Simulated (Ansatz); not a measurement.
System: C2H5B, charge 0, singlet. C2H5B (SMILES BC=C).
B3LYP-D3(BJ)/def2-TZVP minimum from Ansatz (an electronic-structure program):
```
C
C 1 1.3412
H 2 1.0848 1 120.79
H 2 1.0856 3 116.28 1 -180.00
H 1 1.0875 2 117.52 3 -180.00
B 1 1.5350 5 121.34 2 180.00
H 6 1.1924 1 121.79 5 0.00
H 6 1.1940 7 119.28 1 180.00
```
Charge 0, spin multiplicity 1.

Total energies in cc-pVDZ, 16 correlated electrons, 3 frozen orbitals. Radicals and triplets start from unrestricted determinants; spin-orbit coupling is neglected. Correlated methods leave the cores frozen. No relativity. The restricted determinant of C2H5B (BC=C, singlet) is unstable towards broken spin symmetry in at least one set run.

| method | program | energy (Eh) | minus CCSDT(Q) (mEh) |
|---|---|---|---|
| HF | Ansatz | -103.29827 | 405.57 |
| MP2 | Ansatz | -103.64767 | 56.17 |
| CCSD | Ansatz | -103.68908 | 14.76 |
| CCSD(T) | Ansatz | -103.70211 | 1.73 |
| CCSDT(Q) | Ansatz | -103.70384 | 0.00 |

Rough core times of Ansatz's runs on a shared machine: CCSD(T) under 20 s, CCSDT(Q) 80 s.
